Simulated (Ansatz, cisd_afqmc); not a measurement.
System: InH, charge 0, triplet. This triplet is an excited state, 2.0 eV above the singlet at CCSD(T)/def2-QZVPP (Ansatz, a quantum-chemistry and plane-wave program). InH (SMILES [InH], triplet).
B3LYP-D3(BJ)/def2-TZVP minimum from Ansatz:
```xyz
2

In     0.0000     0.0000    -0.0361
H      0.0000     0.0000     1.7665
```
Charge 0, spin multiplicity 3.

Total energies in def2-SVP, 4 correlated electrons, 9 frozen orbitals. Open shells are spin-unrestricted; no spin-orbit coupling. Correlated methods leave the cores frozen (noble-gas shells, and filled d and f shells in the p block). Past Kr the def2 sets carry scalar-relativistic core potentials. AFQMC is phaseless with a CISD trial state; ± is one standard error, without the phaseless bias. Outlying blocks are dropped, and bars are widened where a walk drifts. Over all cases where full CI ran beside it in this data, AFQMC minus full CI had a median of +0.1 mEh and passed +0.4 mEh in a tenth of the cases. Spin-orbit terms, left out, reach several kcal/mol for Br and I, and more for heavier atoms. The spin of HIn ([InH], triplet) was assumed, and the state is the lowest solution found for it.

The bar of a AFQMC/CISD walk is widened from 0.04 to 0.05 mEh, since its error had not levelled off in the blocking analysis.

```json
[
 {"method": "HF", "program": "Ansatz", "energy (Eh)": "-189.72037", "minus CCSDTQ (mEh)": "45.72"},
 {"method": "MP2", "program": "Ansatz", "energy (Eh)": "-189.75144", "minus CCSDTQ (mEh)": "14.65"},
 {"method": "CCSD", "program": "Ansatz", "energy (Eh)": "-189.76491", "minus CCSDTQ (mEh)": "1.17"},
 {"method": "CCSD(T)", "program": "Ansatz", "energy (Eh)": "-189.76571", "minus CCSDTQ (mEh)": "0.37"},
 {"method": "CCSDT(Q)", "program": "Ansatz", "energy (Eh)": "-189.76609", "minus CCSDTQ (mEh)": "0.00"},
 {"method": "CCSDTQ", "program": "Ansatz", "energy (Eh)": "-189.76609", "minus CCSDTQ (mEh)": "0.00"},
 {"method": "AFQMC/CISD", "program": "cisd_afqmc", "energy (Eh)": "-189.7660 ± 0.0001", "minus CCSDTQ (mEh)": "0.1 ± 0.1"}
]
```
